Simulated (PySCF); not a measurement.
**Trend along the second period: MK molecules**

r²SCAN with triple-zeta basis sets in PySCF, for the lowest determinant that a PBE0 search found; no spin–orbit coupling. De refers to high-spin ground-configuration atoms. A positive dipole means M(−)K(+).

| M | basis | state (unpaired electrons) | Re (Å) | ωe (cm⁻¹) | De (eV) | μ (D) |
| --- | --- | --- | --- | --- | --- | --- |
| Be | pcseg-2 | doublet (σ ↑) | 3.416 | 166 | 0.36 | 3.90 |
| B | def2-TZVPP | triplet (σ ↑, π ↑) | 2.884 | 267 | 1.11 | 7.87 |
| C | def2-TZVPP | quartet (σ ↑, π ↑↑) | 2.561 | 352 | 2.32 | 9.23 |
| N | def2-TZVPP | triplet (π ↑↑) | 2.615 | 277 | 1.01 | 6.37 |
| F | x2c-TZVPPall | singlet (closed shell) | 2.193 | 426 | 4.93 | 8.52 |

(1) By what factor does the harmonic wavenumber vary along the series?

The rows differ in basis set, which adds steps of its own.

The state changes along the series, so neighbouring rows are not always alike in their bonding.

Weak bonds: KBe. Basis-set superposition, not corrected here, can be much of De in a small basis, most of all at correlated wavefunction levels. Functionals without a dispersion term scatter widely for such bonds, and LDA overbinds them. States were picked by a PBE0 search and need not be the measured ground states.

Answers

(1) At r²SCAN it runs from 166 cm⁻¹ (KBe) to 426 cm⁻¹ (KF), a factor of 2.57.
